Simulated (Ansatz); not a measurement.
Program: Ansatz. Geometries: PBE0-D4/def2-TZVP. ΔE: electronic, gas phase. CCSD(T)/CBS is the MP2 limit (def2-TZVPP, def2-QZVPP) plus CCSD(T) − MP2 in def2-TZVPP, frozen cores. This one scheme is used for every species. Functionals use def2-TZVPP. B3LYP here is the variant with VWN-RPA as its local correlation; programs differ in this. HSE06 is defined as in plane-wave codes. Each species was taken in one conformer, which may not be the lowest.

Consider the ligand exchange at the Si–C bond: `FC[SiH2]F` + `[NH2][AlH2]` → `F[SiH2][NH][AlH2]` + `CF`.

Q: Is it downhill or uphill in electronic energy at CCSD(T)/CBS, and by how much? (Estimate.)

A: Computed: Downhill: ΔE = -99.7 kJ/mol.

Q: What do these levels give: PBE-D4, BLYP-D4, B2PLYP, revPBE, BLYP, B3LYP, r2SCANh, HSE06, CAM-B3LYP, CCSD/def2-SVP, CCSD(T)/def2-SVP, SCS-MP2/def2-QZVPP? (Estimate.)

A: The calculation gave: PBE-D4 -87.1, BLYP-D4 -90.8, B2PLYP -97.8, revPBE -83.9, BLYP -87.2, B3LYP -92.6, r2SCANh -95.9, HSE06 -91.7, CAM-B3LYP -94.6, CCSD/def2-SVP -102.6, CCSD(T)/def2-SVP -102.1, SCS-MP2/def2-QZVPP -103.6 kJ/mol.

Largest T1 diagnostic among the species: 0.012.

From r2SCAN to r2SCAN0 (25 % exact exchange), in def2-TZVPP and without D4, ΔE moves by −3.8 kJ/mol. The D4 term adds −3.1 kJ/mol with B3LYP and −1.7 kJ/mol with PBE0; it sums over pairs of atoms, weighted by their polarisabilities, and B3LYP, whose exchange is more repulsive, gets the larger term. Leaving LDA and LC-ωPBE aside and taking each functional with its dispersion term where it has one, the values, not all of them listed here, spread over 16.1 kJ/mol, from BHLYP-D4 to PBE-D4.
